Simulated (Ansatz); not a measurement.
Isomers of CH5FGeSSi, relaxed with PBE0-D4/def2-TZVP in Ansatz; electronic energies, one conformer each and not always the lowest. Functionals use def2-TZVPP; CBS adds triple-zeta CCSD(T) − MP2 to the MP2 limit of def2-TZVPP and def2-QZVPP.

Outer-core shells of Ge are correlated without core-valence functions. Scalar relativity is left out up to krypton. Spin–orbit coupling is left out.

Order them by energy at frozen-core CCSD(T)/CBS, lowest first. (Estimate.)
A. `F[Si@H]1S[C@@H]1[GeH3]`
B. `[F][GeH]1[CH2][SiH2][S]1`
C. `F[Si]1([GeH3])CS1`

B (0.0 kcal/mol), C (18.5 kcal/mol), A (24.2 kcal/mol).

How do r2SCAN-D4, MP2/CBS(def2), PBE0-D4, B3LYP place them (kcal/mol, against `[F][GeH]1[CH2][SiH2][S]1`)? (Best estimate.)

Computed: 
```csv
isomer,r2SCAN-D4,MP2/CBS(def2),PBE0-D4,B3LYP
`F[Si@H]1S[C@@H]1[GeH3]`,24.6,24.4,26.1,23.8
`F[Si]1([GeH3])CS1`,16.6,20.1,17.5,15.8
```

B3LYP here is the variant with VWN-RPA as its local correlation; programs differ in this.
